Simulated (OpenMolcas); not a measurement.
An atom or ion with 5 electrons was computed by SS-RASPT2, IPEA 0.25 Eh, imaginary shift 0.1 Eh with spin-orbit coupling (OpenMolcas, ANO-RCC-VTZP, DKH2). The lowest levels that the run gave, each within 12 % of the measured value where one is at hand:

| J | Parity | E (cm⁻¹) | g |
| --- | --- | --- | --- |
| 1/2 | odd | 0.0 | 0.666 |
| 3/2 | odd | 700 | 1.334 |
| 1/2 | even | 85211 | 2.671 |
| 3/2 | even | 85464 | 1.735 |
| 5/2 | even | 85882 | 1.601 |
| 3/2 | even | 154111 | 0.800 |
| 5/2 | even | 154115 | 1.200 |
| 1/2 | even | 200065 | 2.002 |
| 1/2 | even | 216714 | 0.667 |
| 3/2 | even | 217196 | 1.334 |
| 3/2 | odd | 276803 | 2.002 |

Which ion is it, and what are the configurations and terms?

F4+ (Z = 9, charge +4; active space 3 electrons in 9 orbitals (RAS2 2s 2p; RAS3 3d, at most 2 electrons)). J, parity and g give the terms where levels are pure, and mixed ones are named by the computed weights; the size of the splittings, set against known spectra of the 5-electron sequence, gives the charge. In order, with the measured energies in cm⁻¹ (Moore, Atomic Energy Levels, vol. I, NSRDS-NBS 35 (1971 reprint of NBS Circular 467, 1949)): 2s² 2p ²P°_1/2, 2s² 2p ²P°_3/2 (746), 2s 2p² ⁴P_1/2, 2s 2p² ⁴P_3/2, 2s 2p² ⁴P_5/2, 2s 2p² ²D_3/2 (152898), 2s 2p² ²D_5/2 (152876), 2s 2p² ²S_1/2 (197565), 2s 2p² ²P_1/2 (214881), 2s 2p² ²P_3/2 (215348), 2p³ ⁴S°_3/2.

Active for correlation alone: 3d; no level in the range computed is led by a configuration that fills it, so any true level of that kind is missing. Computed and measured levels are paired by configuration, term and J; levels that our copy of the source lacks, or whose pairing is in doubt (as where it misses far off the trend of its configuration), stay unpaired and out of the deviations. Only configurations of the active space appear.

° marks odd parity.
